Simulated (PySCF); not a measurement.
**Ionisation energy along the 15-electron series**

Calculated with PySCF 2.14 and a two-component X2C-1e Hamiltonian (Gaussian nucleus, no Breit or QED terms), each ion in its own even-tempered basis scaled to its charge; GMP2 freezes 1s2 and drops the highest virtual spinors. Values in eV. NIST values: (m) measured, (s) semi-empirical, (t) theoretical.

```json
{"ion": "Cr⁹⁺", "configuration": "[Ne] 3s2 3p3", "GHF (spin-free)": "242.17", "GMP2 (spin-free)": "242.64", "GHF (screened spin-orbit)": "241.59", "GMP2 (screened spin-orbit)": "242.05", "NIST": "244.5 ± 0.5 (s)"}
{"ion": "Mn¹⁰⁺", "configuration": "[Ne] 3s2 3p3", "GHF (spin-free)": "283.64", "GMP2 (spin-free)": "284.10", "GHF (screened spin-orbit)": "282.90", "GMP2 (screened spin-orbit)": "283.33", "NIST": "286.1 ± 0.5 (s)"}
{"ion": "Fe¹¹⁺", "configuration": "[Ne] 3s2 3p3", "GHF (spin-free)": "328.19", "GMP2 (spin-free)": "328.65", "GHF (screened spin-orbit)": "327.25", "GMP2 (screened spin-orbit)": "327.68", "NIST": "330.8 ± 0.6 (s)"}
```

Between Z = 24 and Z = 26 the GMP2 (screened spin-orbit) value grows as Z to the power 3.78.
